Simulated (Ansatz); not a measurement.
```yaml
crystal:
  periodic: [false, false, false]
  atoms:
    - {symbol: O, position_ang: [-1.175681, -0.801730, -1.092421]}
    - {symbol: Ga, position_ang: [-0.487806, -0.967766, 0.565275]}
    - {symbol: O, position_ang: [0.992163, -1.979722, 0.814733]}
    - {symbol: O, position_ang: [-1.596708, -0.650053, 1.931407]}
    - {symbol: O, position_ang: [0.765943, 0.687880, 0.354964]}
    - {symbol: Si, position_ang: [0.577604, 1.728331, -0.968246]}
    - {symbol: H, position_ang: [-2.131883, -0.729236, -1.095767]}
    - {symbol: H, position_ang: [1.103477, -2.672448, 0.161827]}
    - {symbol: H, position_ang: [-1.267544, -0.987778, 2.766245]}
    - {symbol: H, position_ang: [1.619614, 0.247831, 0.465429]}
    - {symbol: H, position_ang: [0.890567, 1.033847, -2.234372]}
    - {symbol: H, position_ang: [-0.810130, 2.217685, -0.895777]}
    - {symbol: H, position_ang: [1.540885, 2.838460, -0.758498]}
basis:
  gaussian: {orbitals: def2-mTZVPP}
hamiltonian: {xc: {name: r2SCAN50}}
```

```sh
$ ansatz run in.yaml --threads 4 --pin off --events-out ev --progress --plain --max-ram 11315MiB
```

Output, abridged:

```
Functional definition: r2SCAN50
1856 factors; their error is unknown
mean field evaluation 1: about -68545.1542 eV, gradient 8.3e1 eV
mean field evaluation 2: about -68541.5432 eV, gradient 9.5e1 eV
mean field evaluation 4: about -68555.7864 eV, gradient 2.7e0 eV
mean field evaluation 8: about -68555.7937 eV, gradient 1.5e-1 eV
mean field evaluation 16: about -68556.4018 eV, gradient 2.1e-4 eV
mean field -68556.40181918 eV, -2519.4012976565 hartree, gradient 4.3e-5 eV, S^2 0.000000; 0 other end points of the search recorded, 0 dependent functions left out
reference -68556.40182709 eV, -2519.4012979473 hartree; 42, 42 occupied and 152, 152 virtual orbitals, 1856 factors
Total energy: -68556.40182709 eV, -2519.4012979473 hartree
```

Run time 7 s (4 threads of an Arm Neoverse V1 on a shared host); peak host memory 0.6 GiB.
